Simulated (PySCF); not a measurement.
Basis-set dependence of BSb at CCSD

PySCF, ROHF reference; triplet, unpaired electrons σ ↑, π ↑; De to B + Sb without counterpoise correction. Frozen cores follow the default of each basis and core potential.

```json
{"basis": "x2c-SVPall", "relativity": "spin-free X2C", "functions": "50", "Re (Å)": "2.065", "ωe (cm⁻¹)": "691", "De (eV)": "1.68", "frozen orbitals": "19"}
{"basis": "aug-cc-pVDZ/aug-cc-pVDZ-PP", "relativity": "scalar-relativistic core potentials", "functions": "55", "Re (Å)": "2.089", "ωe (cm⁻¹)": "656", "De (eV)": "1.57", "frozen orbitals": "5"}
{"basis": "x2c-TZVPPall", "relativity": "spin-free X2C", "functions": "91", "Re (Å)": "2.053", "ωe (cm⁻¹)": "686", "De (eV)": "1.86", "frozen orbitals": "19"}
```

How does each smaller set differ from the one with most functions, x2c-TZVPPall?

x2c-SVPall: +1.2 pm, +0.7 % in ωe, -0.18 eV in De; aug-cc-pVDZ/aug-cc-pVDZ-PP: +3.6 pm, -4.4 % in ωe, -0.29 eV in De. All at CCSD; the set with most functions is neither the basis-set limit nor always the best. The rows treat relativity differently, so the differences are not basis effects alone.

Correlated steps freeze the inner cores (5 to 19 orbitals); shallow outer-core shells are correlated. Correlated levels converge slowly with the basis: in double zeta they bind strong bonds too weakly, by up to about 1 eV, and carry superposition errors of some tenths. These are scalar-relativistic numbers at best; spin–orbit coupling would shift them, the dissociation energy most. The state is the lowest determinant that a PBE0 search found; another state may lie lower at other levels.
